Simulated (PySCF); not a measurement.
Computed NMR parameters against published values

Bonds (- single, = double, # triple, : aromatic): C1-C2, C2-C3, C2-C4, C2-C5, C5=O6, C5-O7. C1 carries H8, H9, H10; C3 carries H11, H12, H13; C4 carries H14, H15, H16; O7 carries H17.

What is known from experiment: δ $^{13}$C C2 38.7; C1/C3/C4 27.1; δ $^{1}$H H8/H9/H10/H11/H12/H13/H14/H15/H16 1.23 ppm (measured; solution, not stated per compound (mostly CDCl3 or CCl4); Pretsch, Buehlmann, Badertscher, Structure Determination of Organic Compounds, 4th ed. (2009)).

PySCF 2.14.0 with density-fitted response routines calculation with NMR shieldings at PBE0/pcSseg-1/GIAO and geometry from GFN2-xTB; no solvent model, averaged over atoms made equivalent by symmetry, fast rotation or ring inversion, a single conformation, non-relativistic Hamiltonian.

Question: What does the calculation give, and how does it compare?

Answer: 
Reference values: measured (solution, not stated per compound (mostly CDCl3 or CCl4); Pretsch, Buehlmann, Badertscher, Structure Determination of Organic Compounds, 4th ed. (2009)).
```
                            atoms    quantity  reference  computed  computed, scaled
                               C2  δ $^{13}$C       38.7      40.5              37.3
                         C1/C3/C4  δ $^{13}$C       27.1      29.0              26.1
H8/H9/H10/H11/H12/H13/H14/H15/H16   δ $^{1}$H       1.23      1.29              1.31
```

Computed shifts are σ(ref) − σ with the named reference compound (TMS for H and C) calculated as an isolated molecule at the same level. The measured values may be among those fitted. Empirical linear scaling, fitted to shifts measured mostly in CDCl3 for H and C (δ vs TMS): $^{13}$C (scatter 2.1 ppm rms, 2.3 ppm with the 13 outliers that the fit left out); $^{1}$H (scatter 0.17 ppm rms, 0.18 ppm with the 4 outliers that the fit left out). A few per cent of atoms miss by over 2 rms, more outside the fitted compound classes. Hydrogens on heteroatoms aren't scaled, only referred to computed TMS.

Question: How far are the unscaled $^{13}$C shifts from the references?

Answer: Mean signed difference +1.85 ppm, mean absolute 1.85 ppm over 2 comparisons; the largest is +1.9 ppm at C1/C3/C4 (methyl carbon).
